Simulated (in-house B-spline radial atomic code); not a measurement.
A fraction x of an electron is removed from 3p in V VI (V5+), starting from [Ne] 3s2 3p6 and keeping the highest spin. All numbers are computed (scalar-relativistic (X2C) r2SCAN0, spin-polarised, spherical fractional occupations; Fermi nucleus of rms radius 3.6002 fm) with a radial B-spline atomic code at the basis-set limit, not measured.

Caution: exact exchange at fractional occupations of open shells leaves self-interaction of up to several eV.

| x | E(x) - E(0) (eV) | 3p down level (eV) |
| --- | --- | --- |
| 0 | 0.0000 | -121.192 |
| 0.1 | 12.2160 | -123.129 |
| 0.17 | 20.8825 | -124.488 |
| 0.34 | 42.3266 | -127.798 |
| 0.42 | 52.6130 | -129.361 |
| 0.5 | 63.0244 | -130.927 |
| 0.58 | 73.5613 | -132.495 |
| 0.65 | 82.8841 | -133.870 |
| 0.83 | 107.2996 | -137.415 |
| 0.97 | 126.7312 | -140.181 |
| 1 | 130.9456 | -140.775 |

The exact functional would give a straight line between the two integer points. Deviations E(x) - E(0) - x[E(1) - E(0)], in eV: -0.879 at x = 0.1, -1.378 at x = 0.17, -2.195 at x = 0.34, -2.384 at x = 0.42, -2.448 at x = 0.5, -2.387 at x = 0.58, -2.231 at x = 0.65, -1.385 at x = 0.83, -0.286 at x = 0.97.

The curve lies below the straight line by up to 2.448 eV (at x = 0.5): convex, the delocalisation error, to which spherically averaged exact exchange adds.

(1) How well does Slater's transition state (minus the level at half occupation) give the ionisation energy?

Results:

(1) It gives 130.927 eV against 130.946 eV from the two total energies; NIST lists 128.12 eV, ground level to ground level. The end point has an open shell averaged over its orbitals, so its exact exchange keeps a self-interaction and this is no true integer point.
